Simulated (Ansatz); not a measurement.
A made-up structure of BNH$_{4}$Te, closed shell:

| atom | x (Å) | y (Å) | z (Å) |
| --- | --- | --- | --- |
| N1 | -0.8947 | 0.8171 | -0.4064 |
| B2 | -0.1105 | -0.1227 | 0.2472 |
| Te3 | 1.8442 | -0.6778 | -0.5031 |
| H4 | -1.8030 | 1.0781 | -0.0621 |
| H5 | 3.0749 | -0.2099 | -1.5625 |
| H6 | -0.5053 | -0.6453 | 1.2433 |
| H7 | 2.1018 | -1.7494 | 0.7296 |

It is relaxed with PBE-D4/def2-SVP and then PBE0-D4/def2-TZVP (Ansatz 0.2.0). Atoms count as bonded within 1.22 times the sum of their covalent radii (H–H: 0.88 Å). The end point is not checked to be a true minimum.

(1) Does its bonding change? (A judgement: the text doesn't fix the answer.)

Answers

(1) Computed: Yes. Formed: none; broken: B2–Te3.

Where it ends: The first stage lowers the energy by 2.32 eV in 31 steps. It ends as a complex of BNH₂ ([BH][NH]) + H₂Te:
```xyz
7
angstrom
N -0.8974 0.6147 -0.2192
B -0.9847 0.2016 0.9409
Te 1.8042 -1.3510 -0.7647
H -0.8692 0.9620 -1.1483
H 2.3386 0.1035 -0.1880
H -1.0598 -0.1914 2.0417
H 3.3757 -1.8494 -0.9766
```

Labels in which every atom is bracketed show which atoms are joined, not bond orders.

For scale, one of the runs: PBE0-D4/def2-TZVP relaxation, 136 basis functions, launched by `ansatz run in.yaml --threads 2 --pin off --events-out ev --progress --plain --max-ram 4352MiB`. The run took about 29 s on 2 CPU threads of an Arm Neoverse V1 (shared host).
